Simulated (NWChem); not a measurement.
Program: NWChem. System: C$_{3}$H$_{7}$O, charge 0, spin multiplicity 2, at a geometry optimised with UPBE0/def2-SVP. The structure started from a generated list of species. Its SCF solution wasn't tested for a lower state. Level: UHF/def2-TZVP.

Part of the output:

```
             Northwest Computational Chemistry Package (NWChem) 7.3.0
             --------------------------------------------------------

                                NWChem Input Module
                                -------------------

 Scaling coordinates for geometry "geometry" by  1.889725989
 (inverse scale =  0.529177249)

                             Geometry "geometry" -> ""
                             -------------------------

 Output coordinates in angstroms (scale by  1.889725989 to convert to a.u.)

  No.       Tag          Charge          X              Y              Z
 ---- ---------------- ---------- -------------- -------------- --------------
    1 C                    6.0000    -1.88514500    -0.26910300     0.17379700
    2 C                    6.0000    -0.53730300     0.34382100     0.26237300
    3 C                    6.0000     0.63143600    -0.19862900    -0.47872300
    4 O                    8.0000     1.86549800     0.22924300     0.03494100
    5 H                    1.0000    -1.83365500    -1.37084700     0.15274200
    6 H                    1.0000    -2.52774500     0.02771600     1.01707800
    7 H                    1.0000    -2.42275100     0.03471600    -0.74852000
    8 H                    1.0000    -0.43460800     1.36723500     0.64242000
    9 H                    1.0000     0.55853700    -1.30806300    -0.52704000
   10 H                    1.0000     0.61392000     0.13931800    -1.53607200
   11 H                    1.0000     1.86839000     0.01944500     0.97518200

 Effective nuclear repulsion energy (a.u.)     121.9500332298

            Nuclear Dipole moment (a.u.)
            ----------------------------
        X                 Y               Z
 ---------------- ---------------- ----------------
    -0.0000000000    -0.0000037795    -0.0000000000


 Summary of "ao basis" -> "" (spherical)
 ------------------------------------------------------------------------------
       Tag                 Description            Shells   Functions and Types
 ---------------- ------------------------------  ------  ---------------------
 *                         def2-tzvp                  on all atoms

 Summary of "ao basis" -> "ao basis" (spherical)
 ------------------------------------------------------------------------------
       Tag                 Description            Shells   Functions and Types
 ---------------- ------------------------------  ------  ---------------------
[...]
  --------------------------------------

    Atom       Charge   Shell Charges
 -----------   ------   -------------------------------------------------------
    1 C    6     6.30   0.85  1.12  0.47  0.66  0.08  1.25  1.40  0.37  0.02  0.06  0.00
    2 C    6     6.19   0.85  1.12  0.49  0.64  0.13  1.21  1.33  0.33  0.02  0.07  0.01
    3 C    6     5.90   0.85  1.12  0.48  0.62  0.03  1.20  1.24  0.18  0.03  0.11  0.01
    4 O    8     8.54   0.79  1.18  0.56  0.96  0.31  1.85  2.05  0.80  0.00  0.03  0.00
    5 H    1     0.90   0.26  0.49  0.12  0.02
    6 H    1     0.89   0.26  0.49  0.11  0.02
    7 H    1     0.89   0.26  0.49  0.12  0.02
    8 H    1     0.88   0.26  0.49  0.10  0.02
    9 H    1     0.93   0.27  0.51  0.13  0.02
   10 H    1     0.92   0.27  0.51  0.12  0.02
   11 H    1     0.68   0.25  0.34  0.04  0.05

  Mulliken analysis of the alpha density
  --------------------------------------

    Atom       Charge   Shell Charges
 -----------   ------   -------------------------------------------------------
    1 C    6     3.08   0.43  0.56  0.23  0.32  0.04  0.61  0.67  0.17  0.01  0.04  0.00
    2 C    6     3.68   0.43  0.56  0.26  0.35  0.08  0.79  0.91  0.25  0.01  0.04  0.00
    3 C    6     2.88   0.43  0.56  0.24  0.30  0.01  0.58  0.59  0.08  0.02  0.06  0.01
    4 O    8     4.27   0.40  0.59  0.28  0.48  0.15  0.93  1.03  0.40  0.00  0.02  0.00
    5 H    1     0.46   0.13  0.25  0.06  0.01
    6 H    1     0.45   0.13  0.25  0.05  0.01
    7 H    1     0.48   0.14  0.27  0.07  0.01
    8 H    1     0.40   0.12  0.22  0.04  0.01
    9 H    1     0.48   0.14  0.26  0.07  0.01
   10 H    1     0.49   0.14  0.27  0.07  0.01
   11 H    1     0.34   0.12  0.17  0.02  0.02

   Mulliken analysis of the beta density
   -------------------------------------

    Atom       Charge   Shell Charges
 -----------   ------   -------------------------------------------------------
    1 C    6     3.23   0.43  0.56  0.24  0.34  0.04  0.64  0.73  0.20  0.01  0.02  0.00
    2 C    6     2.51   0.43  0.56  0.22  0.29  0.05  0.42  0.42  0.07  0.01  0.03  0.00
    3 C    6     3.02   0.43  0.56  0.24  0.32  0.02  0.62  0.65  0.10  0.02  0.05  0.01
    4 O    8     4.26   0.40  0.59  0.28  0.48  0.16  0.92  1.02  0.40  0.00  0.02  0.00
    5 H    1     0.44   0.13  0.24  0.06  0.01
    6 H    1     0.43   0.13  0.24  0.05  0.01
    7 H    1     0.41   0.12  0.23  0.05  0.01
    8 H    1     0.48   0.14  0.27  0.06  0.01
    9 H    1     0.45   0.13  0.25  0.06  0.01
   10 H    1     0.42   0.13  0.24  0.05  0.01
   11 H    1     0.34   0.12  0.17  0.02  0.02

   Mulliken analysis of the spin density
   -------------------------------------

    Atom       Charge   Shell Charges
 -----------   ------   -------------------------------------------------------
    1 C    6    -0.15  -0.00  0.00 -0.01 -0.03 -0.00 -0.04 -0.07 -0.03  0.00  0.02  0.00
    2 C    6     1.17   0.00 -0.00  0.04  0.06  0.03  0.37  0.49  0.18 -0.00  0.01 -0.00
    3 C    6    -0.15  -0.00  0.00 -0.01 -0.02 -0.01 -0.04 -0.06 -0.03  0.00  0.02  0.00
    4 O    8     0.01   0.00 -0.00  0.00  0.00 -0.00  0.00  0.00 -0.00 -0.00 -0.00 -0.00
    5 H    1     0.02   0.00  0.01  0.00 -0.00
    6 H    1     0.02   0.01  0.01  0.00 -0.00
    7 H    1     0.07   0.02  0.04  0.02 -0.00
    8 H    1    -0.09  -0.01 -0.05 -0.03  0.01
    9 H    1     0.02   0.01  0.01  0.00 -0.00
   10 H    1     0.07   0.01  0.03  0.02 -0.00
   11 H    1     0.00  -0.00  0.00  0.00 -0.00

       Multipole analysis of the density wrt the origin
       ------------------------------------------------

     L   x y z        total         alpha         beta         nuclear
     -   - - -        -----         -----         ----         -------
     0   0 0 0      0.000000    -17.000000    -16.000000     33.000000

     1   1 0 0     -0.606332      0.201418     -0.807750     -0.000000
     1   0 1 0     -0.256642     -0.359365      0.102727     -0.000004
     1   0 0 1      0.315856     -0.090733      0.406589     -0.000000

     2   2 0 0    -22.170915   -143.408144   -140.442731    261.679959
     2   1 1 0     -1.083899    -10.552472    -11.102913     20.571487
     2   1 0 1      1.821602      9.658870      9.432279    -17.269547
     2   0 2 0    -19.424724    -23.345930    -22.084207     26.005413
     2   0 1 1      0.094748     -3.527943     -3.736445      7.359136
     2   0 0 2    -18.023926    -24.063782    -21.093530     27.133385

 Task  times  cpu:       96.5s     wall:       96.5s

 Total times  cpu:       96.6s     wall:       96.6s
```

### Question
Write an NWChem input that would produce this output.

### Answer
Several could match; the one computed here: 
```
start mol
memory heap 200 mb stack 900 mb global 1100 mb
geometry units angstroms nocenter noautoz noautosym
  C     -1.885145    -0.269103     0.173797
  C     -0.537303     0.343821     0.262373
  C      0.631436    -0.198629    -0.478723
  O      1.865498     0.229243     0.034941
  H     -1.833655    -1.370847     0.152742
  H     -2.527745     0.027716     1.017078
  H     -2.422751     0.034716    -0.748520
  H     -0.434608     1.367235     0.642420
  H      0.558537    -1.308063    -0.527040
  H      0.613920     0.139318    -1.536072
  H      1.868390     0.019445     0.975182
end
basis spherical
  * library def2-tzvp
end
scf
  uhf
  nopen 1
  maxiter 100
  thresh 1e-7
  semidirect memsize 60000000 filesize 0
  # guess.movecs holds the orbitals of an unrestricted PBE0 run
  vectors input guess.movecs output mol.movecs
end
task scf energy
```
